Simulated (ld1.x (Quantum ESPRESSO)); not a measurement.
**Which change was made? (C, TM)**

```
Element                 : carbon (C)
Generator               : ld1.x (Quantum ESPRESSO) 7.5
Type                    : norm-conserving Troullier–Martins (Kleinman–Bylander form)
Functional              : PBE
Relativity              : scalar-relativistic
Frozen core             : [He]
Valence charge          : 4
Reference configuration : 2s1 2p0 (charge +3)
Partial waves           : 2s (bound): rc 0.85 bohr; 2p (bound, empty): rc 2.55 bohr; 3d channel at 0.15 Ry: rc 2.60 bohr
Local potential         : all-electron potential smoothed inside 0.80 bohr (lloc = -1)
Core correction         : a·sin(br)/r model core inside 0.60 bohr
```

Cutoffs, loose and tight: the cutoffs (Ry, on a coarse ladder) from which the occupation-weighted sum of valence levels, in a spherical-Bessel basis at the reference potential, stays within 10 and 1 mRy of its value at 400 Ry. They do not see the model core or the augmentation charge, which bear on the density cutoff. Test errors are all-electron minus pseudo excitation energies from the reference, over the configurations 2s2 2p2; 2s2 2p1; 2s2 2p0; 2s2 2p2.3; 2s1 2p2; 2s1 2p3; 2s2 2p1.5; variants that change the core or the reference have their own tests.

The base gives: outcome: generated; cutoff, loose: 45 Ry; cutoff, tight: 120 Ry; bound ghosts: none; largest test error (meV): +2040.

Task: After one change the result is: outcome: generated; bound ghosts: s; largest test error (meV): +2099. Which change was it?
A. wave 3d channel at 0.15 Ry: rc 2.60 bohr becomes 3d channel at 1.16 Ry: rc 2.60 bohr
B. all radii but the core radius scaled by about 1.04 (s 0.88, p 2.66, d 2.70 bohr); local potential all-electron potential smoothed inside 0.84 bohr (lloc = -1)
C. wave 2p (bound): rc 2.55 bohr becomes 2p (bound): rc 2.96 bohr
D. wave 2s (bound): rc 0.85 bohr becomes 2s (bound): rc 0.58 bohr

Result: D. The others give: wave 3d channel at 0.15 Ry: rc 2.60 bohr becomes 3d channel at 1.16 Ry: rc 2.60 bohr → outcome: generated; cutoff, loose: 45 Ry; cutoff, tight: 120 Ry; bound ghosts: d; largest test error (meV): +2040 | all radii but the core radius scaled by about 1.04 (s 0.88, p 2.66, d 2.70 bohr); local potential all-electron potential smoothed inside 0.84 bohr (lloc = -1) → outcome: generated; cutoff, loose: 35 Ry; cutoff, tight: 100 Ry; bound ghosts: none; largest test error (meV): +2405 | wave 2p (bound): rc 2.55 bohr becomes 2p (bound): rc 2.96 bohr → outcome: generated; cutoff, loose: 45 Ry; cutoff, tight: 120 Ry; bound ghosts: none; largest test error (meV): +3377.
